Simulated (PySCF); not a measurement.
An unknown is described by computed data only.

Formula: C7H9NSi.

| Property | Result |
| --- | --- |
| 13C NMR | chemical shifts (computed TMS as zero) by class: 118.5 (2 C), 108.2 (2 C), 107.6 (1 C), 72.5 (1 C), 6.8 (1 C) ppm [GIAO KT2/pcSseg-1] |
| Valence photoelectron | vertical ionisation energy: 7.99 eV [ΔSCF PBE0/def2-SVPD] |
| Polarisability | 114.7 au [PBE0/def2-SVPD] |
| Dipole | 2.81 D [PBE0/def2-SVPD] |
| UV, first state | lowest singlet excitation: 4.80 eV (258 nm, f = 0.001) [TDDFT PBE0/def2-SVPD] |
| Rotational structure | rotational constants A, B, C: 2.979, 0.677, 0.603 GHz [PBE0-D3(BJ)/def2-SVP] |

Gas-phase values; electronic properties from PySCF, density fitting. Levels stand in brackets. Geometry: PBE0-D3(BJ)/def2-SVP, one conformer, isolated molecule. Each NMR value is the plain mean over a class of atoms that symmetry, rotation or inversion makes alike.

Q: Give a SMILES that accounts for the data.

A: Numbering: `[CH3:1][C:2]#[C:3][SiH2:4][n:5]1[cH:6][cH:7][cH:8][cH:9]1`. Its formula, C7H9NSi, gives 5 degrees of unsaturation: 1 ring and 4 π bonds in the structure found (Kekulé form). 7 carbons fall into 5 classes; from least to most shielded: aromatic CH next to a ring nitrogen [C6/C9] (118.5 ppm, 2 C), aromatic CH carbon [C7/C8] (108.2 ppm, 2 C, up to 2.8 ppm apart in this geometry), alkyne carbon [C2] (107.6 ppm), alkyne carbon [C3] (72.5 ppm), propargylic carbon [C1] (6.8 ppm). S1 is mainly HOMO→LUMO (weight 0.99); the largest Löwdin shares of the orbital it empties are 0.27 on each of 2 atoms of one kind (aromatic CH next to a ring nitrogen), 0.15 on an aromatic CH carbon and 0.14 on an aromatic CH carbon, of the orbital it fills 0.25 on the SiH2 silicon, 0.22 on each of 2 atoms of one kind (alkyne carbon) and 0.06 on the propargylic carbon. The optimised geometry has point group C1 and is an asymmetric top. Structure: `CC#C[SiH2]n1cccc1`. The assignments are read from this structure; whether some other isomer fits the data as well wasn't checked.

Shape of the structure used: `[CH3:1][C:2]#[C:3][SiH2:4][n:5]1[cH:6][cH:7][cH:8][cH:9]1`: C3–Si4–N5–C6 122°.
